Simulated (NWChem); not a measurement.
System: C$_{4}$H$_{4}$ClF; SMILES C(=C)(/C=C\F)Cl

Here is an NWChem input.

```
start job
memory heap 200 mb stack 900 mb global 1100 mb
geometry units angstroms noautosym nocenter noautoz
  C      1.076106     1.995692     0.000000
  C      0.447378     0.810642     0.000000
  Cl    -1.290850     0.777292     0.000000
  C      1.159733    -0.459034     0.000000
  C      0.704637    -1.717737     0.000000
  F     -0.566296    -2.073668     0.000000
  H      0.519837     2.933544     0.000000
  H      2.167547     2.033998     0.000000
  H      2.249354    -0.370870     0.000000
  H      1.380701    -2.578125     0.000000
end
basis spherical
  * library pcsseg-1
end
dft
  xc slater vwn_5
  iterations 150
end
property
  shielding
end
task dft property
```

The geometry was optimised at PBE0/def2-SVP.

GIAO values for the isolated, static molecule; σ is the absolute isotropic shielding, δ = σ(reference) − σ with the isolated reference molecule computed at the same levels (13C: tetramethylsilane, 1H: tetramethylsilane).

Atoms are numbered as in the input.

### Question
Give the results of this calculation. (LDA (Slater exchange, VWN5)/pcSseg-1, GIAO.) Quantities: δ C1 (ppm); σ Cl3 (ppm); δ C4 (ppm); δ C5 (ppm); δ H7 (ppm); δ H8 (ppm); δ H10 (ppm).

### Answer
| Property | Result |
|---|---|
| δ C1 (ppm) | 125.2 |
| σ Cl3 (ppm) | 647.6 |
| δ C4 (ppm) | 119.3 |
| δ C5 (ppm) | 162.0 |
| δ H7 (ppm) | 5.31 |
| δ H8 (ppm) | 5.38 |
| δ H10 (ppm) | 6.52 |
